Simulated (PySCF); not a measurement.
Coordinates in bohr (charge 0 multiplicity 1):
```
Br    0.0000   -0.1824   -0.1735
O     0.0000   -2.4170   -2.2993
Cl    0.0000    3.5871   -2.7519
Cl    3.8678   -1.0303    2.1020
Cl   -3.8678   -1.0303    2.1020
```

All numbers come from PBE/[Br def2-SVP, O def2-SVP, Cl def2-SVP], no relativity, density fitting, PySCF.

This geometry of BrOCl₃ is a stationary point at this level.

Q: What is the point group?

A: C3v.

Q: Is it a minimum?

A: Yes: all harmonic wavenumbers are real, though the softest, 36 cm⁻¹, leaves little margin.

Q: List the harmonic modes with their infrared intensities.

A: 
```json
{"symmetry": "e", "ω (cm⁻¹)": "36", "IR (km/mol, summed over degenerate members)": "0.0", "type": "bend"}
{"symmetry": "a1", "ω (cm⁻¹)": "97", "IR (km/mol, summed over degenerate members)": "4.5", "type": "bend"}
{"symmetry": "e", "ω (cm⁻¹)": "203", "IR (km/mol, summed over degenerate members)": "0.6", "type": "bend"}
{"symmetry": "a1", "ω (cm⁻¹)": "252", "IR (km/mol, summed over degenerate members)": "1.6", "type": "stretch"}
{"symmetry": "e", "ω (cm⁻¹)": "294", "IR (km/mol, summed over degenerate members)": "186", "type": "mixed"}
{"symmetry": "a1", "ω (cm⁻¹)": "895", "IR (km/mol, summed over degenerate members)": "31.3", "type": "stretch"}
```

Q: What are the dipole moment and the gap between the highest occupied and lowest empty levels?

A: 0.55 D and 2.04 eV.

Q: Give the atomic charges and bond orders.

A: 
| atom | Mulliken | Löwdin | polar tensor | Mayer order to Br1 |
| --- | --- | --- | --- | --- |
| Br1 | 0.84 | 0.86 | 1.62 | – |
| O2 | -0.30 | -0.33 | -0.33 | 1.50 |
| Cl3,4,5 | -0.18 | -0.18 | -0.43 | 0.64 |

In C3v the vibrations span 3e + 3a1.

Other isomers or separated fragments may lie lower.
